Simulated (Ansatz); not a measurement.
`P[SiH2][AlH][Cl]` + PH₃ → `PP` + `[SiH3][AlH][Cl]` at 400 K and 1 bar (cleavage of the P–Si bond).

Isolated molecules relaxed with PBE0-D4/def2-TZVP in Ansatz; ΔE leaves out vibrations. CCSD(T)/CBS adds triple-zeta CCSD(T) − MP2 to the extrapolated MP2 energy (def2 sets, frozen cores). This one scheme is used for every species. Each species was taken in one conformer, which may not be the lowest.

```json
{"species": "`P[SiH2][AlH][Cl]`", "CCSD(T)/CBS energy (Eh)": "-1334.87683", "H − E (kJ/mol)": "150.2", "S (J/(mol·K))": "425.1"}
{"species": "PH₃", "CCSD(T)/CBS energy (Eh)": "-342.72256", "H − E (kJ/mol)": "77.1", "S (J/(mol·K))": "221.7"}
{"species": "`PP`", "CCSD(T)/CBS energy (Eh)": "-684.26248", "H − E (kJ/mol)": "112.6", "S (J/(mol·K))": "293.5"}
{"species": "`[SiH3][AlH][Cl]`", "CCSD(T)/CBS energy (Eh)": "-993.32756", "H − E (kJ/mol)": "113.7", "S (J/(mol·K))": "366.3"}
```

H − E and S are ideal-gas, rigid-rotor, harmonic terms from PBE0-D4/def2-TZVP, for one conformer and one mirror image of each species. 1 Eh = 2625.50 kJ/mol, R = 8.31446 J/(mol·K).

Task: By hand: ΔE, ΔH, ΔS and ΔG.

Result: ΔE = (-684.26248) + (-993.32756) − (-1334.87683) − (-342.72256) = 0.00935 Eh = 24.5 kJ/mol. Δ(H − E) = 112.6 + 113.7 − 150.2 − 77.1 = -1.0, so ΔH = 23.5 kJ/mol. ΔS = 293.5 + 366.3 − 425.1 − 221.7 = 13.0 J/(mol·K). ΔG = 23.5 − 400 × (13.0)/1000 = 18.3 kJ/mol.

Task: By hand: the equilibrium constant, and the temperature at which ΔG would vanish if ΔH and ΔS stayed fixed.

Result: log₁₀ K = −ΔG/(RT ln 10) = -2.4. ΔG = 0 at ΔH/ΔS = 1808 K, though so small a ΔS makes that figure unsure.

The number of gas molecules stays the same, so ΔS is small and ΔH decides. A doubt of 5 kJ/mol in ΔE shifts log₁₀ K by 0.7 here. Other conformers and mirror images would add mixing entropy, several J/(mol·K) or more a flexible species. Modes under 60 cm⁻¹, often nearly free rotors, make the harmonic entropy too high. These are equilibria of isolated gas molecules and say nothing of rates. Largest T1 diagnostic: 0.014 (customary marks: 0.02 for closed shells, 0.045 for open ones).
